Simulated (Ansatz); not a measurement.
Molecule: sum formula TaO₂F, charge 0, multiplicity 1. 
Coordinates optimised at B3LYP-D3(BJ)/def2-TZVP (Ansatz, a quantum-chemistry and plane-wave program):
SMILES: [O]=[Ta](=[O])[F]
```xyz
4

Ta     0.0398    -0.0535    -0.1459
O     -1.3777    -0.9594     0.3002
O     -0.4690     1.5933    -0.3875
F      1.3190    -0.1299     1.2607
```
Charge 0, spin multiplicity 1.

Quantity: vertical ionisation energy (to the doublet state of charge +1; each state is the SCF solution reached for its spin; the UHF <S^2> is 1.12 for the doublet (pure: 0.75); for the doublet T1 is 0.055; for the singlet T1 is 0.027), in eV. Valence correlation only, unless marked. Open shells are spin-unrestricted. Spin-orbit coupling is left out. Frozen are the shells of the preceding noble gas and the d and f shells that filled before the atom's block. Past Kr the def2 sets carry scalar-relativistic core potentials. CBS(X,Y): correlation extrapolated as X^-3; Hartree-Fock from the larger set. [CCSD(T)-MP2]/basis is that difference in the basis named.

```csv
level,program,vertical ionisation energy (eV)
HF/def2-TZVPPD,Ansatz,9.11
```

**Question.** Predict the RI-MP2/CBS(def2-TZVPPD,def2-QZVPPD)+[CCSD(T)-MP2]/def2-TZVPPD result (Ansatz).

**Answer.** 10.84 eV
